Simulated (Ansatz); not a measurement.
Basis-set extrapolation for `BN([SiH3])[SiH3]` (PBE0-D4/def2-TZVP geometry, frozen core, Ansatz 0.2.0). Multiplicity 1, RHF reference.

```json
{"": "HF", "def2-TZVPP": "-661.781119", "def2-QZVPP": "-661.804055"}
{"": "MP2 correlation", "def2-TZVPP": "-0.567947", "def2-QZVPP": "-0.607410"}
{"": "CCSD(T) correlation", "def2-TZVPP": "-0.648987", "def2-QZVPP": "not run"}
```

Energies in hartree. Use E(X) = E(∞) + A·exp(−7.88·√X) for Hartree–Fock and E(X) = E(∞) + B·X^(−2.97) for correlation, with X = 3 and 4, and add CCSD(T) minus MP2 of the smaller set to the MP2 limit.

Task: What is the CCSD(T) energy at the basis-set limit?

Result: HF limit: -661.804055 + (-0.022936) × 0.13774 = -661.80721. MP2 limit: -0.607410 + (-0.039463) × 0.74074 = -0.63664. Higher-order term: -0.648987 − (-0.567947) = -0.08104. Total: -662.52489 hartree, 59.5 kcal/mol below CCSD(T)/def2-TZVPP.
